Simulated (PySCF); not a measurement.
NICS in rings of unrelated molecules.

NICS is the negative of the GIAO shielding at a point without a nucleus: at the ring centre (0) and 1 Å above and below it (1); zz is the component along the ring normal. Level: GIAO PBE0/pcSseg-1 (PySCF, non-relativistic, gas phase) on the GFN2-xTB geometries, one conformer each. Atom numbers follow the mapped SMILES.

Question: Order these rings by mean NICS(1)zz, lowest (most negative) first (ppm).
A. ring C4–C5–C6–N7–C8–N9 in `[CH3:1][NH:2][SiH2:3][c:4]1[cH:5][cH:6][n:7][cH:8][n:9]1`
B. ring C5–C6–C7 in `[N:1]#[C:2]/[C:3]([F:4])=[C:5]1[CH:6]=[C:7]\1[F:8]`
C. ring C5–O6–C7 in `[O:1]=[CH:2][C@@H:3]([F:4])[C@@H:5]1[O:6][C@H:7]1[F:8]`
D. ring C3–Si4–C5 in `[CH3:1][O:2][C@@H:3]1[SiH2:4][C@:5]1([F:6])[CH:7]([F:8])[F:9]`
E. ring C4–O5–C6–C7–C8–Si9 in `[CH3:1][O:2][CH2:3][C@@H:4]1[O:5][CH2:6][CH2:7][CH2:8][SiH2:9]1`
F. ring C4–C5–O6–C7–C9 in `[O:1]=[C:2]([OH:3])[c:4]1[cH:5][o:6][c:7]([SiH3:8])[cH:9]1`
G. ring C2–C3–C4–C5 in `[CH3:1][C@@H:2]1[CH2:3][CH2:4][C@H:5]1[CH2:6][SiH3:7]`

Answer: A (-27.1), F (-25.1), C (-17.7), D (-13.9), B (-9.1), E (2.2), G (4.3).

```
                      SMILES                                                    ring  NICS(0)  NICS(1)  NICS(1)zz   HOMA  rms pucker (Å)  ring atoms with four or more neighbours
            CN[SiH2]c1ccncn1     6-membered ring with 2 N; formal bonds all aromatic     -5.2    -10.8      -27.1   0.99            0.00                                        0
       O=C(O)c1coc([SiH3])c1       5-membered ring with O; formal bonds all aromatic    -11.1    -10.3      -25.1   0.49            0.00                                        0
 O=C[C@@H](F)[C@@H]1O[C@H]1F         3-membered ring with O; formal bonds all single    -42.5     -6.2      -17.7      –            0.00                                        2
CO[C@@H]1[SiH2][C@]1(F)C(F)F        3-membered ring with Si; formal bonds all single    -21.1     -7.2      -13.9      –            0.00                                        3
           N#C/C(F)=C1C=C\1F  3-membered carbocycle; formal bonds 1 double, 2 single    -28.8     -6.8       -9.1  -0.07            0.00                                        0
       COC[C@@H]1OCCC[SiH2]1  6-membered ring with O and Si; formal bonds all single     -1.4     -1.3        2.2      –            0.23                                        5
     C[C@@H]1CC[C@H]1C[SiH3]          4-membered carbocycle; formal bonds all single     -0.9     -0.7        4.3      –            0.07                                        4
```

NICS(0) gives another order. The isotropic NICS(1) gives another order. HOMA uses Krygowski's 1993 parameters; it is left out where a ring has a four-coordinate atom, a triple bond, no multiple bond or a kind of bond without parameters. NICS(1) and NICS(1)zz are means over the two faces.
